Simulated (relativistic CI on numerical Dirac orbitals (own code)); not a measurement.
Computed by Dirac-Coulomb-Breit CI, separate exchange-only KLI orbitals for each configuration, a model potential for QED, unscaled Slater integrals (own radial code, finite nucleus).

The strongest absorption lines from the ground level of an ion, among the configurations computed and to levels below about 184 eV (vacuum wavelength in nm, gf): 7.1950 (0.073), 7.2640 (0.035), 7.6516 (0.05), 7.6693 (0.068), 8.1492 (0.47), 8.1900 (0.15), 8.3275 (0.27), 8.5480 (0.18).

Question: Which ion is it?
A. Gd²²⁺
B. Hf³⁰⁺
C. Er²⁸⁺
D. Er²⁶⁺

Answer: D. Er²⁶⁺ has 42 electrons and the ground level 4s²4p⁶4d⁶ ⁵D4; the strongest line goes to 4s²4p⁵4d⁷ ⁵P°3. The pattern of lines fixes the number of electrons, and along that sequence the line energies rise steadily with the charge (about as its square where n changes within one kind of shell, about linearly where n is kept but much faster in heavy ions where fine structure, which grows about as Z⁴, sets the gap, and irregularly where shells cross), which fixes Z. Configurations outside the model, such as inner-shell arrays, can give stronger lines. At this charge energies of transitions that change n are usually good to better than 1 %, and those within a shell (Δn = 0) to a few per cent. Terms inside the open d or f shell come out 10 to 20 % too wide with unscaled integrals.

LS names give the leading component of a level, which can be under half, so a name can repeat, a term be missing and a line seem to break the LS rules.
